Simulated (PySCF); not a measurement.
# ScS₂⁻ at several levels of theory

All levels use the PBE0 minimum (singlet; Sc–S 2.260 Å (×2); S–Sc–S 150.2°), basis [Sc def2-TZVPD, S def2-TZVPD], no relativity, density fitting, no spin–orbit coupling, PySCF. For vertical energies the ionised species is a doublet (spins chosen at PBE0 and kept). Open shells are unrestricted, also as the reference of the correlated levels. Dipoles are about the centre of mass. A dash marks a value that was not computed or is not defined at that level.

Z-matrix (Å, degrees; charge -1 multiplicity 1):
```
Sc
S  1 2.2604
S  1 2.2604 2 150.15
```

| level | vertical detachment energy (eV) | −ε(HOMO) (eV) | gap (eV) | dipole (D) |
| --- | --- | --- | --- | --- |
| PBE0 | 3.39 | 1.71 | 3.18 | 4.07 |
| HF | 3.07 | 4.29 | 7.48 | 4.34 |
| MP2 | 5.35 | – | – | – |
| PBE | ? | ? | ? | ? |
| r2SCAN | 3.23 | 0.80 | 1.98 | 4.10 |
| B3LYP | 3.35 | 1.49 | 2.68 | 4.05 |
| TPSSh | 3.21 | 1.08 | 2.36 | 4.05 |
| LDA | ? | ? | ? | ? |
| revPBE | 3.05 | 0.54 | 1.49 | 3.97 |

Task: Fill in the row of PBE.

Result: vertical detachment energy (eV) 3.12, −ε(HOMO) (eV) 0.60, gap (eV) 1.42, dipole (D) 3.98.

Task: Fill in the row of LDA.

Result: vertical detachment energy (eV) 3.31, −ε(HOMO) (eV) 0.73, gap (eV) 1.37, dipole (D) 4.01.

Spin contamination in at least one species weakens the values at: HF, MP2.

The lowest empty level of this anion is unbound, so it and the gap depend on the basis.
